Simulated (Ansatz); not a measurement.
Consider the formal exchange of groups at the Sn–Ga bond: `[CH3][GaH][SnH3]` + `FCCF` → `FC[CH](F)[SnH3]` + `[CH3][GaH2]`.

Program: Ansatz. Geometries: PBE0-D4/def2-TZVP. ΔE: electronic, gas phase. CCSD(T)/CBS adds triple-zeta CCSD(T) − MP2 to the extrapolated MP2 energy (def2 sets, frozen cores). Functionals use def2-TZVPP. B3LYP here is the variant with VWN-RPA as its local correlation; programs differ in this. def2 core potentials past Kr. For Ga, Sn outer-core shells are correlated without core-valence functions, which leaves a few kJ/mol of doubt a bond. Scalar relativity is left out up to krypton. Each species was taken in one conformer, which may not be the lowest.

```csv
level,ΔE (kJ/mol),difference from CCSD(T)/CBS
r2SCAN-D4,93.1,-1.2
B2PLYP,96.2,1.9
r2SCAN,93.5,-0.8
B3LYP,98.7,4.4
HF/def2-TZVPP,104.7,10.4
MP2/def2-TZVPP,93.2,-1.1
SCS-MP2/def2-TZVPP,92.3,-2.0
CCSD/def2-TZVPP,94.7,0.4
HF/def2-QZVPP,103.6,9.3
HF/CBS(def2),103.4,9.1
CCSD(T)/CBS,94.3,0
```

Largest T1 diagnostic among the species: 0.013.

The D4 term adds −3.1 kJ/mol with B3LYP and −1.5 kJ/mol with PBE0; it sums over pairs of atoms, weighted by their polarisabilities, and B3LYP, whose exchange is more repulsive, gets the larger term. In def2-TZVPP, CCSD(T) changes the Hartree–Fock value by −12.8 kJ/mol (the triples alone add −2.7 kJ/mol) and MP2 by −11.5 kJ/mol. From PBE to PBE0 (25 % exact exchange), in def2-TZVPP and without D4, ΔE moves by +4.2 kJ/mol.

CCSD(T)/CBS has its own doubt, a few kJ/mol and more with outer-core shells, so smaller differences from it don't rank the levels.
